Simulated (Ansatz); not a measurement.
Start from `N[Si](N)([AlH2])[SiH3]` and change one atom or group to get `N[Si](N)(O)[SiH3]`.

Ansatz, PBE0-D4/def2-TZVP geometries, multiplicity 1. Each molecule was computed in one conformer, which needn't be the lowest.

```tsv
property	`N[Si](N)([AlH2])[SiH3]`
size of the dipole moment (ωB97M-V/def2-TZVPP) / D	1.46
HOMO energy (PBE/def2-TZVPP) / eV	-5.16
LUMO energy (PBE0/def2-TZVPP) / eV	-1.98
HOMO energy (B3LYP/def2-TZVPP) / eV	-6.05
HOMO–LUMO gap (PBE/def2-TZVPP) / eV	2.44
HOMO–LUMO gap (ωB97M-V/def2-TZVPP) / eV	7.82
```

Task: Give the same properties after the change, and the shifts. (Best estimate.)

Result: The calculation gave: 
| property | `N[Si](N)(O)[SiH3]` | shift |
| --- | --- | --- |
| size of the dipole moment (ωB97M-V/def2-TZVPP) / D | 2.47 | 1.01 |
| HOMO energy (PBE/def2-TZVPP) / eV | -5.88 | -0.72 |
| LUMO energy (PBE0/def2-TZVPP) / eV | 0.57 | 2.55 |
| HOMO energy (B3LYP/def2-TZVPP) / eV | -6.95 | -0.90 |
| HOMO–LUMO gap (PBE/def2-TZVPP) / eV | 5.61 | 3.17 |
| HOMO–LUMO gap (ωB97M-V/def2-TZVPP) / eV | 11.39 | 3.57 |

With PBE0 the HOMO falls by 0.93 eV and the LUMO rises by 2.55 eV, so the gap widens by about 3.48 eV. PBE moves the HOMO by -0.72 eV and ωB97M-V by -1.12 eV. Dipoles are sizes alone; their direction can turn.

B3LYP here is the variant with VWN-RPA as its local correlation; programs differ in this.
